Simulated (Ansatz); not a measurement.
Reaction (cleavage of the B–Ge bond): `[CH3][GeH2][B](O)O` + `C[SeH]` → `C[Se]B(O)O` + `[CH3][GeH3]`

Gas-phase electronic energies from Ansatz, PBE0-D4/def2-TZVP geometries. CBS: MP2 limit from def2 TZ/QZ plus the TZ coupled-cluster correction, frozen cores. For Ge, Se outer-core shells are correlated without core-valence functions, which leaves a few kJ/mol of doubt a bond. Scalar relativity is left out up to krypton. One conformer a species, not always the lowest.

```
             species  HF/def2-QZVPP energy (Eh)
`[CH3][GeH2][B](O)O`                -2291.97285
            `C[SeH]`                -2440.10053
        `C[Se]B(O)O`                -2615.32279
       `[CH3][GeH3]`                -2116.78216
```

Q: Work out ΔE.

A: ΔE = (-2615.32279) + (-2116.78216) − (-2291.97285) − (-2440.10053) = -0.03157 Eh = -82.9 kJ/mol. CCSD(T)/CBS gives -74.3 kJ/mol.

Largest T1 diagnostic among the species: 0.012.

From PBE to PBE0 (25 % exact exchange), in def2-TZVPP and without D4, ΔE moves by −5.0 kJ/mol.
